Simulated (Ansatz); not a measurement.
A nudged elastic band was laid between two geometries of CH4AlMgS (8 atoms, charge 1, multiplicity 1).

All numbers below come from Ansatz 0.2.0, RKS PBE-D4/def2-SVP.

* movable images: 5
* climbing image: yes
* spring: 5.0 eV/Å²
* optimiser: quadratic models (default)
* start path: through a guess of the saddle point
* force threshold: 0.05 eV/Å
* iteration limit: 60
* end points: relaxed

First end point:

```xyz
8
Properties=species:S:1:pos:R:3
Al -1.440 2.740 -0.407
Mg 0.026 0.447 0.007
C 1.117 -1.515 0.172
S 0.611 -2.786 1.087
H -1.754 3.176 -1.911
H -1.913 3.540 0.892
H 1.944 -1.755 -0.531
H 1.410 -3.847 0.692
```

Last end point:

```xyz
8
Properties=species:S:1:pos:R:3
Al -1.412 2.531 -0.328
Mg 0.239 0.333 -0.173
C 1.405 -1.590 -0.098
S 1.137 -3.040 0.641
H -1.696 3.159 -1.768
H -2.020 3.076 1.046
H 2.243 -1.753 -0.816
H 0.103 -2.716 1.495
```

(1) What changes between the two ends?

(2) What energy profile does the band end with?

(3) What is the geometry of the highest image?

The band took 57 iterations and about 12 core-minutes.

Answers

(1) No bond is made or broken. The dihedral H7–C3–S4–H8 goes from 0 to 180°.

(2) It converged. The highest image is number 4 of 0 to 6, 41.5 kcal/mol above the first end and 41.7 kcal/mol above the last; the last end lies 0.2 kcal/mol below the first. Neighbouring images differ by up to 1.7 eV, so the band resolves the path poorly. A vibrational analysis at the climbing image gives one clearly imaginary mode, 2691i cm⁻¹: a first-order saddle point. Limits of this set-up: the dipole of an ion depends on the origin.

```csv
image,path coordinate (Å),energy (kcal/mol),dihedral H7–C3–S4–H8 (°)
0,0.00,0.0,0
1,1.14,0.0,0
2,2.29,0.0,0
3,3.43,2.9,9
4,4.57,41.5,92
5,5.15,9.6,147
6,5.73,-0.2,180
```

(3) 
```xyz
8
Properties=species:S:1:pos:R:3
Al -1.418 2.562 -0.249
Mg -0.001 0.123 -0.549
C 1.257 -1.619 -0.373
S 0.596 -3.046 0.448
H -1.651 3.222 -1.690
H -1.836 3.069 1.201
H 2.358 -1.711 -0.529
H 0.695 -2.598 1.741
```

Time of the run: 12 min on 1 thread of Arm Neoverse V2, on a shared host, peak memory 0.27 GiB.
